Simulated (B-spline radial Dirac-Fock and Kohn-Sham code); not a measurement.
The K-LL Auger spectrum of Mn

System: neutral manganese in the configuration [Ar] 3d6 4s1 (an excited configuration).

Input file task.json (cfg lists n, l and occupation; rrms is the nuclear radius in fm):

```json
{"items": [{
  "Z": 25,
  "q": 0,
  "cfg": [[1, 0, 2], [2, 0, 2], [2, 1, 6], [3, 0, 2], [3, 1, 6], [3, 2, 6], [4, 0, 1]],
  "A": 55,
  "rrms": 3.7057,
  "do": ["binding", "quiet", "double"]
}]}
```

Command: `python xray_run.py task.json out`

The computed values come from an atomic code on a B-spline grid: ΔSCF Dirac-Fock with Breit, self-energy and vacuum polarisation, finite nucleus, configuration average. The two-hole levels come from diagonalising the Coulomb interaction among the jj configurations; intensities are independent-particle Coulomb rates. Kinetic energies are from the vacuum level. No correlation. Open outer shells are spectators and are not coupled to the holes.

| kinetic energy (eV) | J | leading jj holes (weight) | leading LS term (weight) | intensity (%) |
| --- | --- | --- | --- | --- |
| 4934.4 | 0 | L1L1 (0.98) | ¹S0 (0.98) | 6.2 |
| 5043.8 | 1 | L1L3 (0.53) | ¹P1 (0.98) | 20.3 |
| 5074.1 | 0 | L1L2 (1.00) | ³P0 (1.00) | 0.7 |
| 5078.3 | 1 | L1L2 (0.53) | ³P1 (0.98) | 2.2 |
| 5084.6 | 2 | L1L3 (1.00) | ³P2 (1.00) | 2.9 |
| 5164.6 | 0 | L2L2 (0.73) | ¹S0 (0.82) | 5.6 |
| 5180.7 | 2 | L2L3 (0.90) | ¹D2 (0.92) | 56.5 |
| 5190.4 | 1 | L2L3 (1.00) | ³P1 (1.00) | 0.0 |
| 5191.3 | 0 | L3L3 (0.74) | ³P0 (0.83) | 1.0 |
| 5198.9 | 2 | L3L3 (0.90) | ³P2 (0.92) | 4.8 |

The strongest line, by its leading LS label ¹D2, lies at 5180.7 eV. The mean weight of the leading component is 0.83 in jj and 0.94 in LS coupling, so LS labels describe these levels better.
